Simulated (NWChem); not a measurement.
# GaO, doublet; SMILES [O]=[Ga]

```xyz
2

Ga     0.0000     0.0000    -0.3680
O      0.0000     0.0000     1.3389
```
Atoms are numbered in this order, from 1.

Coordinates come from a PBE0/def2-SVP, spin-unrestricted optimisation. No stability test was run on the SCF state.

**Question.** List the 4 lowest vertical excitations from PBE/def2-SVP, spin-unrestricted, TDA (NWChem).

**Answer.** 
| state | energy (eV) | oscillator strength | <S²> |
|---|---|---|---|
| state 1 | 0.86 | 0.002 | 0.76 |
| state 2 | 0.86 | 0.002 | 0.76 |
| state 3 | 3.68 | 0.029 | 1.13 |
| state 4 | 4.18 | 0.006 | 2.37 |
